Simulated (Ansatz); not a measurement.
Species: HSiO₂, net charge 0, doublet state. SMILES: O[Si]=O
Structure (B3LYP-D3(BJ)/def2-TZVP (Ansatz, a program for electronic structure) minimum search):
```
Si
O 1 1.5317
O 1 1.6342 2 126.89
H 3 0.9671 1 117.65 2 0.00
```
Charge 0, spin multiplicity 2.

Quantity: enthalpy of formation at 298 K, in kcal/mol. Set-up: 6-311+G** with 5d, 6d on Na to Ar in Ansatz; LANL2DZ with its own core potentials from Na on; no spin-orbit coupling; six Cartesian d functions in 6-31G* and its kin unless marked 5d; valence correlation only; non-relativistic; UHF or UKS for open shells. CBS marks a two-point X^-3 extrapolation of the correlation energy; Hartree-Fock from the larger set. [CCSD(T)-MP2]/basis is that difference in the basis named. Ab initio and DFT rows: single points at B3LYP-D3(BJ) geometries (Ansatz), with unscaled harmonic terms from B3LYP/6-31G* (Ansatz) at its own minima, enthalpies of formation by atomisation with measured atoms.

Coupled cluster (Ansatz) is a level with limits of its own, used here on species with T1 under 0.025 (0.045 for open shells) and stable references: RI-MP2/CBS(cc-pV(T+d)Z,cc-pV(Q+d)Z)+[CCSD(T)-MP2]/cc-pV(T+d)Z.

Value to compare with, RI-MP2/CBS(cc-pV(T+d)Z,cc-pV(Q+d)Z)+[CCSD(T)-MP2]/cc-pV(T+d)Z (Ansatz): -77.2 kcal/mol.

| level | program | enthalpy of formation at 298 K (kcal/mol) | difference |
|---|---|---|---|
| MP2/STO-3G | Ansatz | 66.1 | 143.3 |
| MP2/3-21G | Ansatz | 31.6 | 108.8 |
| MP2/LANL2DZ | Ansatz | 20.0 | 97.2 |
| MP2/6-31G* | Ansatz | -46.2 | 31.0 |
| MP2/6-311+G** | Ansatz | -57.2 | 20.0 |

Among the 5 habitual levels, MP2/STO-3G lies farthest from RI-MP2/CBS(cc-pV(T+d)Z,cc-pV(Q+d)Z)+[CCSD(T)-MP2]/cc-pV(T+d)Z (Ansatz) (143.3 kcal/mol) and MP2/6-311+G** nearest (20.0); 5 of 5 lie above it, and their mean absolute difference is 80.1 kcal/mol, the median 97.2. One case shows no general order.

The sets are all those run for this method; left out are runs that failed, that the program found above a lower state of the same kind, or whose <S^2> lies over 0.5 above the pure value.
